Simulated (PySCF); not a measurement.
C₂H₈BN, SMILES BCCN, GFN2-xTB optimised geometry.

```
12

B      1.73    -0.47     0.00
C      0.16    -0.47     0.00
C     -0.53     0.91     0.00
N     -1.99     0.86    -0.03
H      2.34     0.52    -0.14
H      2.30    -1.48     0.13
H     -0.22    -1.05     0.84
H     -0.16    -1.02    -0.89
H     -0.21     1.48    -0.87
H     -0.24     1.46     0.90
H     -2.31     0.37    -0.85
H     -2.34     0.36     0.78
```

Density from B3LYP/def2-TZVP (PySCF) at that geometry.

Minimum of the electron density along straight lines between bonded atoms, close to the bond critical point (lines longer than 1.1 times the sum of covalent radii, or with two minima, are not listed):

```
bond    length / Å  ρ at the minimum / e bohr⁻³  ∇²ρ there / e bohr⁻⁵  position (fraction from the first atom)
------  ----------  ---------------------------  --------------------  ---------------------------------------
B1–C2        1.568                        0.192                 -0.36                                     0.33
C2–C3        1.537                        0.245                     ?                                     0.50
C3–N4        1.454                        0.272                     ?                                     0.41
B1–H5        1.169                        0.195                 -0.37                                     0.44
B1–H6        1.170                        0.194                 -0.37                                     0.44
C2–H7        1.096                        0.270                 -0.89                                     0.63
C2–H8        1.098                        0.266                 -0.87                                     0.63
C3–H9        1.093                        0.284                 -1.00                                     0.64
C3–H10       1.093                        0.284                 -1.00                                     0.64
N4–H11       1.015                        0.338                 -1.55                                     0.73
N4–H12       1.015                        0.338                 -1.55                                     0.73
```

Question: What belongs in the gaps?

Answer: 
- C2–C3, ∇²ρ there / e bohr⁻⁵: -0.60
- C3–N4, ∇²ρ there / e bohr⁻⁵: -0.70
